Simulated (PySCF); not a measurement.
Precursor series Zn H-SH. All species are isolated molecules in the gas phase. One relaxed conformer stands for each flexible species; it need not be the lowest.

The HOMO from two functionals at the same geometries (PBE-D3(BJ)/def2-SVP), both in PySCF: PBE-D3(BJ)/def2-TZVP and B3LYP-D3(BJ)/def2-TZVP. B3LYP has the VWN-RPA correlation part, as in Gaussian. 

```tsv
species	PBE-D3(BJ)/def2-TZVP (eV)	B3LYP-D3(BJ)/def2-TZVP (eV)
0 of 2 H replaced by SH ([Zn(H)2])	-6.85	-7.84
1 of 2 H replaced by SH ([Zn(H)(SH)])	-6.10	-7.03
2 of 2 H replaced by SH ([Zn(SH)2])	-6.32	-7.25
```

Over these rows, drawn at random from the members with no instability flagged (it was tested for open shells, ions and some series alone), PBE minus B3LYP-D3(BJ): mean +0.95 eV, from +0.93 eV to +0.99 eV.
